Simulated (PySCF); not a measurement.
All values below come from B3LYP-D3(BJ)/def2-TZVP (PySCF). Isolated molecules, 0 K electronic values unless said otherwise. B3LYP has the VWN-RPA correlation part, as in Gaussian. Delta-SCF ions had no search for a lower state. 

Reference species (SMILES): `[SiH3]B[SiH3]` (neutral, multiplicity 1).

```json
{
 "HOMO": "-7.80 eV",
 "vertical ionisation energy (Delta-SCF)": "9.94 eV",
 "dipole_moment": "0.40 D",
 "HOMO–LUMO gap": "4.79 eV"
}
```

Changed species: `B[SiH3]` (2 of 3 SiH3 replaced by H; the reference has 1 of 3 SiH3 replaced by H).

**Question.** Give the shifts of the HOMO, vertical ionisation energy (Delta-SCF), dipole moment and HOMO–LUMO gap.

**Answer.** the HOMO decreases by 0.46 eV, to -8.26 eV; the vertical ionisation energy (Delta-SCF) goes up by 0.88 eV, to 10.82 eV; the dipole moment is nearly the same; the HOMO–LUMO gap increases by 0.80 eV, to 5.59 eV.
